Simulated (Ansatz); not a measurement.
Computed with Ansatz on PBE0-D4/def2-TZVP structures; ΔE is electronic, products minus reactants. CBS: MP2 limit from def2 TZ/QZ plus the TZ coupled-cluster correction, frozen cores. This one scheme is used for every species. Functionals use def2-TZVPP. One conformer a species, not always the lowest.

`CSB[SiH3]` → `BSC` + `[SiH2]`  (silylene loss)

```
    species  BLYP energy (Eh)
`CSB[SiH3]`        -754.84810
      `BSC`        -464.15673
   `[SiH2]`        -290.61510
```

Problem. Work out ΔE.

Solution. ΔE = (-464.15673) + (-290.61510) − (-754.84810) = 0.07627 Eh = +200.2 kJ/mol. CCSD(T)/CBS gives +227.4 kJ/mol.

Problem. What do rigid-rotor, harmonic-oscillator terms from PBE0-D4/def2-TZVP frequencies (298.15 K, 1 bar) make of the CCSD(T)/CBS value? (Estimate.)

Solution. The calculation gave: ΔZPE = -12.2 kJ/mol, ΔH = +218.5 kJ/mol, ΔS = 144 J/(mol·K), ΔG = +175.5 kJ/mol.

Largest T1 diagnostic among the species: 0.015.

The D4 term adds +12.0 kJ/mol with B3LYP and +6.5 kJ/mol with PBE0; it sums over pairs of atoms, weighted by their polarisabilities, and B3LYP, whose exchange is more repulsive, gets the larger term. From BLYP to BHLYP (50 % exact exchange), in def2-TZVPP and without D4, ΔE moves by +17.6 kJ/mol. In def2-TZVPP, CCSD(T) changes the Hartree–Fock value by +22.2 kJ/mol (the triples alone add +6.0 kJ/mol) and MP2 by +37.4 kJ/mol.

B3LYP here is the variant with VWN-RPA as its local correlation; programs differ in this.
